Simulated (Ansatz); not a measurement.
Basis sets compared for cyclo-(H2SiSe)2 (Si₂H₄Se₂). Total charge 0; singlet. Geometry PBE0-D4/def2-SVP. Ansatz on 4 threads of Arm Neoverse N1 on a shared host; times are rough, and most runs start from earlier orbitals.

```
atom    x (Å)    y (Å)    z (Å)
 Si1  -0.5929  -1.0583   0.8396
  H2  -0.0471  -1.5400   2.1412
  H3  -1.8350  -1.8225   0.5282
 Se4   0.9527  -1.2061  -0.8476
 Si5   0.5927   1.0583  -0.8398
  H6   1.8352   1.8206  -0.5252
  H7   0.0497   1.5424  -2.1416
 Se8  -0.9554   1.2057   0.8451
```

The 6-31G sets use Cartesian d functions.

Binding counts from free atoms (Si triplet, H doublet, Se triplet) in the same basis, without a counterpoise term.

```json
{"level": "HF/6-31G", "functions": "92", "energy (Eh)": "-5379.0896", "HOMO (eV)": "-9.86", "LUMO (eV)": "1.36", "binding per atom (eV)": "1.64", "wall time": "1.3 s"}
{"level": "PBE-D4/def2-SVP", "functions": "120", "energy (Eh)": "-5382.8115", "HOMO (eV)": "-6.05", "LUMO (eV)": "-1.85", "binding per atom (eV)": "3.09", "wall time": "1.9 s"}
{"level": "PBE0-D4/def2-SVP", "functions": "120", "energy (Eh)": "-5383.0277", "HOMO (eV)": "-7.23", "LUMO (eV)": "-1.04", "binding per atom (eV)": "3.06", "wall time": "3 s"}
```

(1) Estimate the rows for HF/def2-TZVP, PBE-D4/def2-TZVP, PBE0-D4/def2-TZVP.

Answers

(1) 
| level | functions | energy (Eh) | HOMO (eV) | LUMO (eV) | binding per atom (eV) | wall time |
| --- | --- | --- | --- | --- | --- | --- |
| HF/def2-TZVP | 194 | -5380.0134 | -9.76 | 1.85 | 2.24 | 6 s |
| PBE-D4/def2-TZVP | 194 | -5383.6094 | -6.15 | -2.06 | 3.11 | 3.7 s |
| PBE0-D4/def2-TZVP | 194 | -5383.8239 | -7.28 | -1.25 | 3.10 | 7 s |
